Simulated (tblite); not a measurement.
C5H12N2OSi2.
Structure used (GFN2-xTB), in Å, numbered top down from 1:
```xyz
22
C5H12N2OSi2 angstrom
C     -2.1119    2.0364   -1.4563
C     -1.8689    0.9216   -0.7853
C     -2.4230   -0.3988   -1.2693
C     -1.3336   -1.2784   -1.5828
N     -0.4321   -1.9460   -1.8122
Si    -0.7667    0.8585    0.7552
O     -1.3671   -0.4695    1.5028
Si     1.4841    0.7398    0.3162
N      1.8829   -0.9154    0.0936
C      3.2374   -1.3803   -0.0954
H     -2.7114    2.0652   -2.3552
H     -1.7245    2.9826   -1.1184
H     -3.0055   -0.8606   -0.4667
H     -3.0552   -0.2751   -2.1540
H     -1.1348    2.0268    1.5707
H     -0.8886   -0.8991    2.2049
H      2.3127    1.1509    1.4632
H      1.8709    1.6530   -0.7803
H      1.2322   -1.4869   -0.4318
H      3.5710   -1.2877   -1.1341
H      3.9047   -0.7893    0.5289
H      3.3169   -2.4282    0.1999
```

Method: GFN2-xTB as coded in tblite; computed harmonic values from a numerical Hessian at the method's own geometry, unscaled. Against measured fundamentals such values can be off by several per cent, at times by over 20. Modes of hydrogen on silicon can be 10 to 20 % off. One conformer, not necessarily the lowest.

Harmonic wavenumbers (cm⁻¹): 31.2, 39.3, 66.1, 81.6, 90.8, 111.2, 116.8, 158.5, 174.1, 193.5, 260.2, 278.7, 309.4, 347.3, 376.2, 382.9, 456.7, 468.8, 536.1, 577.9, 603.4, 636.3, 665.6, 686.4, 703.0, 729.7, 801.1, 820.1, 842.6, 866.6, 902.5, 915.7, 942.5, 1015.2, 1072.7, 1101.6, 1109.1, 1157.9, 1195.3, 1247.6, 1370.1, 1402.3, 1422.0, 1424.4, 1491.9, 1504.4, 1685.4, 2107.2, 2163.0, 2171.4, 2399.2, 2920.7, 2944.0, 2956.3, 2976.5, 3022.3, 3058.1, 3114.5, 3383.4, 3688.5.

A = 1285, B = 699.1, C = 584.7 MHz; mass 172.049 u (most abundant isotopes); point group C1, symmetry number 1.

Zero-point energy?

½Σν̃ = 35139 cm⁻¹ = 100.47 kcal/mol.

Give the ideal-gas entropy at 298.15 K and 1 bar in the rigid-rotor, harmonic-oscillator model (classical rotation).

Translation 41.36, rotation 30.79, vibration 50.48: S = 122.6 cal/(mol K).

And Cp and H(298.15 K) − H(0)?

Cp = 53.54 cal/(mol K), of which vibrations give 45.59 (their classical limit is 60 R = 119.2); H(298.15 K) − H(0) = 9.84 kcal/mol without the zero-point energy, 7.47 from vibrations.

What must be added to the electronic energy to get the Gibbs energy at 298.15 K and 1 bar?

ZPE + [H(298.15 K) − H(0)] − T·S = 100.47 + 9.84 − 36.56 = 73.75 kcal/mol.

Blend soft modes into free rotors: weight 1/[1 + (100 cm⁻¹/ν̃)⁴] for the oscillator and the rest for a rotor with moment μB/(μ + B), μ = h/(8π²ν), B = 10⁻⁴⁴ kg m². What vibrational entropy results?

45.12 cal/(mol K) in place of 50.48, which changes −T·S at 298.15 K by +1.60 kcal/mol.

Which modes carry the vibrational entropy at 298.15 K?

31.2 cm⁻¹: 5.75; 39.3 cm⁻¹: 5.29; 66.1 cm⁻¹: 4.27; 81.6 cm⁻¹: 3.85; 90.8 cm⁻¹: 3.64; 111.2 cm⁻¹: 3.25 cal/(mol K); the other 54 give 24.42 together.

Hindered rotation and anharmonicity are outside this model. Other conformers, if any are populated, would add a mixing term that is left out. The structure is chiral; the term R ln 2 for an equal mix with its mirror image is left out.
